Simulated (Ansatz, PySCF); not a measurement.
Input for Ansatz (an electronic-structure program):
Ansatz 0.2 input:
```yaml
crystal:
  periodic: [false, false, false]
  atoms:
    - {symbol: O, position_ang: [0.08881149, 1.41624147, -0.02329658]}
    - {symbol: C, position_ang: [0.00962973, 0.14136308, 0.27258208]}
    - {symbol: H, position_ang: [0.01101452, 0.11356863, 1.39709535]}
    - {symbol: C, position_ang: [-1.32014766, -0.54404154, -0.11876877]}
    - {symbol: C, position_ang: [1.24109746, -0.70477262, -0.12589560]}
    - {symbol: H, position_ang: [-1.36361392, -0.61281193, -1.20330932]}
    - {symbol: H, position_ang: [1.26961269, -0.77806021, -1.21063645]}
    - {symbol: H, position_ang: [-2.16293297, 0.05262281, 0.21942231]}
    - {symbol: H, position_ang: [2.15372551, -0.21826934, 0.20741092]}
    - {symbol: H, position_ang: [-1.38199246, -1.54074182, 0.30800656]}
    - {symbol: H, position_ang: [1.18021755, -1.70153345, 0.30087704]}
basis:
  gaussian:
    orbitals: STO-3G
magnetization: {spin_polarized: true, initial_magnetization: 1}
correlation: {method: ccsd_t, electrons: outside_noble_gas}
accuracy: high
```

### Question
Convert this to an input for PySCF.

### Answer
One answer among several that fit: 
```python
from pyscf import gto, scf, cc

mol = gto.Mole()
mol.atom = '''
    O     0.088811    1.416241   -0.023297
    C     0.009630    0.141363    0.272582
    H     0.011015    0.113569    1.397095
    C    -1.320148   -0.544042   -0.118769
    C     1.241097   -0.704773   -0.125896
    H    -1.363614   -0.612812   -1.203309
    H     1.269613   -0.778060   -1.210636
    H    -2.162933    0.052623    0.219422
    H     2.153726   -0.218269    0.207411
    H    -1.381992   -1.540742    0.308007
    H     1.180218   -1.701533    0.300877
'''
mol.basis = 'sto-3g'
mol.charge = 0
mol.spin = 1
mol.verbose = 4
mol.build()

mf = scf.UHF(mol)
mf.kernel()

mycc = cc.CCSD(mf, frozen=4)
mycc.kernel()
et = mycc.ccsd_t()
print('E(CCSD(T)) = %.10f' % (mycc.e_tot + et))
```

Both were run: Ansatz gave -190.333547 Eh and PySCF -190.333547 Eh, 0.000 mEh apart.
